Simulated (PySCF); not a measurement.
Isomers of C7H5F5O, one GFN2-xTB conformer each. Single-point energies are computed at PBE0/pcSseg-1 (PySCF, gas phase, no added dispersion term), electronic only.

```csv
SMILES,GFN2-xTB relative energy (kJ/mol)
FC(F)(F)C(F)(F)C1C=COC=C1,55.0
FC1=C(CC(F)(F)F)[C@H](F)C=CO1,0.0
```

Conformers: `[F:1][C:2]([F:3])([F:4])[C:5]([F:6])([F:7])[CH:8]1[CH:9]=[CH:10][O:11][CH:12]=[CH:13]1` with C2–C5–C8–C9 -61°; `[F:1][C:2]1=[C:3]([CH2:4][C:5]([F:6])([F:7])[F:8])[C@H:9]([F:10])[CH:11]=[CH:12][O:13]1` with C2–C3–C4–C5 101°.

Problem. What does PBE0/pcSseg-1 give for the same structures?

Solution. 
```tsv
SMILES	PBE0/pcSseg-1 E (Eh)	PBE0/pcSseg-1 (kJ/mol)	GFN2-xTB (kJ/mol)	point group
FC1=C(CC(F)(F)F)[C@H](F)C=CO1	-843.23427	0.0	0.0	C1
FC(F)(F)C(F)(F)C1C=COC=C1	-843.22149	33.6	55.0	Cs
```

Both levels put the same isomer lowest. 

Problem. Which frontier levels, dipoles and rotational constants go with these structures?

Solution. 
| SMILES | HOMO (eV, PBE0/pcSseg-1) | LUMO (eV) | dipole (D) | A, B, C (MHz) |
| --- | --- | --- | --- | --- |
| FC1=C(CC(F)(F)F)[C@H](F)C=CO1 | -7.55 | -0.58 | 2.06 | 1216, 586.7, 475.7 |
| FC(F)(F)C(F)(F)C1C=COC=C1 | -6.80 | -0.56 | 2.15 | 1323, 675.8, 647.1 |
